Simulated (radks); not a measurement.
Values are calculated unless marked as measured or tabulated.
Q: All-electron atom: W4+ in [Kr] 4d10 4f14 5s1.5 5p6 5d2 6p0.5 (fractional occupations, a model configuration). Code: a radial shooting solver on a logarithmic mesh with Libxc functionals. Model: Dirac Kohn-Sham, HCTH/407, spin-unpolarised, spherical densities, finite nucleus; open shells fill j = l - 1/2 first; Fermi nuclear charge, rms radius 5.3658 fm. Some entries of the table are withheld. Estimate them.

orbital  occ.  eigenvalue (hartree)  <1/r> (bohr^-1)  <r^2> (bohr^2)
1s1/2       2             -2550.556            87.00       0.0004635
2s1/2       2             -441.8188            21.18        0.007065
2p1/2       2             -422.8237            21.15        0.005041
2p3/2       4             -373.1182            17.77        0.006240
3s1/2       2             -103.1863            7.777         0.04612
3p1/2       2                   (1)            7.696         0.04229
3p3/2       4                   (2)            6.820         0.04887
3d3/2       4             -69.55399              (3)         0.03785
3d5/2       6             -67.20906              (4)         0.03965
4s1/2       2             -22.72701            3.270          0.2281
4p1/2       2             -19.19109            3.161          0.2351
4p3/2       4             -16.69346            2.856          0.2704
4d3/2       4             -10.86751            2.643          0.2943
4d5/2       6             -10.40596            2.570          0.3075
5s1/2     1.5              -4.65080            1.284           1.241
5p1/2       2              -3.57621            1.165           1.477
5p3/2       4              -3.18791            1.063           1.714
4f5/2       6              -3.08992            2.119          0.4391
4f7/2       8              -3.00604            2.089          0.4526
5d3/2       2              -1.72885           0.8085           2.900
5d5/2       0              -1.68512           0.7884           3.033
6p1/2     0.5              -1.18138              (5)           8.555
6p3/2       0              -1.11368              (6)           9.579

A: 
(1) 3p1/2 eigenvalue (hartree): -94.68467
(2) 3p3/2 eigenvalue (hartree): -83.92621
(3) 3d3/2 <1/r> (bohr^-1): 6.717
(4) 3d5/2 <1/r> (bohr^-1): 6.510
(5) 6p1/2 <1/r> (bohr^-1): 0.4633
(6) 6p3/2 <1/r> (bohr^-1): 0.4344
